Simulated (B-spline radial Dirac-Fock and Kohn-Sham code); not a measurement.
# Muonic X-ray lines of ¹⁹⁵Pt

Nucleus: ¹⁹⁵Pt, uniformly charged sphere, rms radius 5.427 fm (measured, Angeli and Marinova 2013).

Input file task.json (cfg lists n, l and occupation; rrms is the nuclear radius in fm):

```json
{"items": [{
  "Z": 78,
  "q": 0,
  "cfg": [[1, 0, 2], [2, 0, 2], [2, 1, 6], [3, 0, 2], [3, 1, 6], [3, 2, 10], [4, 0, 2], [4, 1, 6], [4, 2, 10], [4, 3, 14], [5, 0, 2], [5, 1, 6], [5, 2, 9], [6, 0, 1]],
  "A": 195,
  "rrms": 5.427,
  "do": "muonic",
  "nuclei": [[195, 194.964794, 5.427, "measured", "sphere"]]
}]}
```

Launch: `python xray2_run.py task.json out`

Calculated with a radial atomic solver, using the Dirac equation of a negative muon with reduced mass in the field of a spherical finite nucleus, with the Uehling potential to all orders; nuclear polarisation, deformation, hyperfine structure, self-energy, higher-order vacuum polarisation, relativistic recoil and electron screening are left out.

```csv
transition,energy (keV),"point nucleus, no QED (keV)"
2p3/2 → 1s1/2,5648,14410
2p1/2 → 1s1/2,5485,13970
3p3/2 → 1s1/2,7965,16820
3d5/2 → 2p3/2,2291,2449
3d3/2 → 2p1/2,2419,2849
4f7/2 → 3d5/2,848.0,843.5
4f5/2 → 3d3/2,875.8,872.3
5g9/2 → 4f7/2,390.0,388.1
6h11/2 → 5g9/2,211.0,210.2
```

The 2p fine-structure splitting is 163.0 keV, and 2s lies 1081 keV above 2p1/2.
